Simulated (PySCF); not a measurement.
**Fe²⁺: ionisation energy**

Fe²⁺ [Ar] 3d6 (5D) → Fe³⁺ [Ar] 3d5 (6S), as a difference of total energies. Calculation: PySCF 2.14, in aug-cc-pVTZ-DK (8s7p5d3f2g, 93 functions); the spin-free X2C one-electron Hamiltonian (Gaussian nucleus). Correlated levels: valence: [Ar] frozen. The calculations carry no spin-orbit coupling.

| method | ionisation energy (eV) |
| --- | --- |
| UHF | 28.314 |
| MP2 (valence) | 29.922 |
| SCS-MP2 (valence) | 30.112 |
| CCSD (valence) | 29.876 |
| CCSD(T) (valence) | 29.923 |

Task: How much does correlation contribute at CCSD(T) (valence)?

Result: 29.923 − (28.314) = 1.609 eV, measured against UHF.

The reference lies between the lowest fine-structure levels, while these numbers refer to the centres of the terms.

Errors of the correlated levels include the incompleteness of this basis and the frozen core.

For comparison: 30.651 ± 0.012 eV (measured; NIST Atomic Spectra Database, ionization energies).
